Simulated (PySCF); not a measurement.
## Fractional electron number in Sc²⁺ (scandium, charge +2)

The 3d alpha orbital of [Ar] 3d1 is emptied in steps (occupation f), with all orbitals relaxed, ending at [Ar]. Calculation: PySCF 2.14, in def2-SVP; the non-relativistic Hamiltonian (point nucleus). The exact energy is a straight line in f; departures are measured from the line between the end points of the same method.

```csv
f,HSE06 (eV)
1,0.000
0.9,-0.521
0.7,-1.226
0.5,-1.473
0.3,-1.247
0.1,-0.538
0,0.000
```

```tsv
method	E(f=0) − E(f=1) (eV)	−ε at f=1 (eV)	−ε at f=0.5 (eV)
HSE06	25.883	20.128	25.820
```

Orbital energy along the path (eV):

```tsv
f	HSE06
1	-20.128
0.9	-21.230
0.7	-23.490
0.5	-25.820
0.3	-28.211
0.1	-30.649
0	-31.879
```

Reference removal energy between the ground levels: 24.757 eV (measured; NIST Atomic Spectra Database, ionization energies). The calculation has no spin-orbit coupling.
